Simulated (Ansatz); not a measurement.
Species: CH4B, charge 0, doublet. CH4B (SMILES B[CH2], doublet).
B3LYP-D3(BJ)/def2-TZVP minimum from Ansatz (a first-principles code):
```
B
H 1 1.1929
H 1 1.1929 2 119.39
C 1 1.5225 2 120.30 3 180.00
H 4 1.0861 1 123.12 2 -167.06
H 4 1.0861 5 113.75 1 180.00
```
Charge 0, spin multiplicity 2.

Quantity: atomisation energy (electronic, to ground-state atoms), in kJ/mol. Radicals and triplets start from unrestricted determinants; spin-orbit coupling is neglected. CBS(X,Y): correlation extrapolated as X^-3, Hartree-Fock from the larger set. A bracket is a step between two methods taken in the basis named. Functionals run without relativity, which enters their misses. Double hybrids freeze cores in their MP2 part. '+ core + X2C': CCSD(T) terms for core correlation (cc-pwCVTZ) and scalar relativity (cc-pVTZ-DK). For partners of very few electrons the exact lower level stands in for a higher one.

CCSD(T)/CBS(cc-pVTZ,cc-pVQZ) + [CCSDT(Q) - CCSD(T)]/cc-pVTZ + core + X2C (Ansatz) gives 2040.6 kJ/mol.

Q: What does PBE/def2-TZVPD (Ansatz) give here, and how do the other levels compare?

A: PBE gives 2065.1 kJ/mol, 24.5 kJ/mol above it. Differences of the others: B3LYP/def2-TZVPD (Ansatz) 16.9; PBE0/def2-TZVPD (Ansatz) 14.6; wB97M-V/def2-TZVPD (Ansatz) 11.8; B2PLYP/def2-TZVPD (Ansatz) -8.7; CCSD(T)/CBS(cc-pVTZ,cc-pVQZ) + core + X2C (Ansatz) -0.5 kJ/mol. Nearer than PBE: B3LYP/def2-TZVPD, PBE0/def2-TZVPD, wB97M-V/def2-TZVPD, B2PLYP/def2-TZVPD, CCSD(T)/CBS(cc-pVTZ,cc-pVQZ) + core + X2C.
